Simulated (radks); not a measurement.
Values are calculated unless marked as measured or tabulated.
Ionisation of neutral lithium, [He] 2s1, to Li+, [He], under several functionals. Scalar-relativistic Kohn-Sham, spin-polarised, spherical densities, finite nucleus; open shells are filled with parallel spins first; a radial shooting solver on a logarithmic mesh with Libxc functionals.

| functional | E(Li) (hartree) | Exc (hartree) | IE (eV) | -e(HOMO) (eV) | <r> HOMO (bohr) | IE error (eV) |
|---|---|---|---|---|---|---|
| revPBE | -7.48781 | -1.83089 | 5.609 | 3.238 | 3.790 | +0.217 |
| BLYP | -7.48350 | -1.82570 | 5.531 | 3.031 | 3.768 | +0.139 |
| PBEsol | -7.39836 | -1.72959 | 5.474 | 3.162 | 3.814 | +0.082 |
| LDA (Slater exchange, Perdew-Zunger correlation) | -7.34345 | -1.66395 | 5.472 | 3.166 | 3.823 | +0.081 |
| exchange-only PBE | -7.41222 | -1.74809 | 5.408 | 2.971 | 3.852 | +0.016 |
| PBE | -7.46301 | -1.80258 | 5.591 | 3.228 | 3.790 | +0.199 |
| SOGGA | -7.38175 | -1.71203 | 5.440 | 3.126 | 3.826 | +0.048 |

NIST Atomic Spectra Database: 5.392 eV (measured). Closest: exchange-only PBE. The Delta-SCF values span 0.20 eV, the total energies 0.14 hartree. The highest occupied level is 2s.
